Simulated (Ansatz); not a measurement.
A series at Ti: from `[F][Ti]([Cl])([Cl])[Cl]`, ligands are replaced one by one, each step taking up H–F and setting free HCl; n counts the steps. Ansatz, PBE0-D4/def2-TZVP geometries.

```
n                   molecule  HOMO energy, ωB97M-V/def2-TZVPP (eV)
0  `[F][Ti]([Cl])([Cl])[Cl]`                                     ?
1   `[F][Ti]([F])([Cl])[Cl]`                                -12.06
2    `[F][Ti]([F])([F])[Cl]`                                -12.48
3     `[F][Ti]([F])([F])[F]`                                -15.01
```

Task: By hand: fit a straight line y = ȳ + b (n − n̄) to the 3 given rows and predict n = 0.

Result: n̄ = 2.000, ȳ = -13.183; Σ(n − n̄)(y − ȳ) = -2.950, Σ(n − n̄)² = 2.000, so b = -1.475 eV a step. Prediction: -13.183 + (-1.475) × (-2.000) = -10.23 eV.

Task: By hand: compare with the computed value, -11.81 eV, and give the steps along the whole series.

Result: The line misses by -1.58 eV (computed minus predicted). Steps: -0.25, -0.42, -2.53 eV.

One step carries most of the change, so a line is a poor guide. The highest orbital can change its character along such a series. The miss is 49.4 % of the series' range.
